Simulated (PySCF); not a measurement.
C2H7OSi, SMILES C[SiH](C)[O], multiplicity 2.

Geometry optimised at B3LYP-D3(BJ)/def2-SVP. A frequency run showed that this geometry is not a minimum. The isomer is the one that the SMILES or the coordinates give; other isomers of the formula were not compared.

Two levels are set side by side: PBE/def2-TZVP (PySCF) and r2SCAN/def2-TZVP (PySCF). Same geometry, gas phase. Differences are taken from unrounded values.

```json
[
 {"quantity": "α-spin orbital gap (eV)", "r2SCAN": "8.09", "PBE": "7.02", "PBE minus r2SCAN": "-1.07"},
 {"quantity": "β-spin orbital gap (eV)", "r2SCAN": "1.65", "PBE": "0.59", "PBE minus r2SCAN": "-1.06"},
 {"quantity": "dipole moment (D)", "r2SCAN": "2.38", "PBE": "2.66", "PBE minus r2SCAN": "0.28"},
 {"quantity": "mean polarisability (bohr³)", "r2SCAN": "59.5", "PBE": "64.0", "PBE minus r2SCAN": "4.6"}
]
```

Rough cost on one machine, each run with all the roots and properties that it gave: r2SCAN against PBE within a factor of 2.
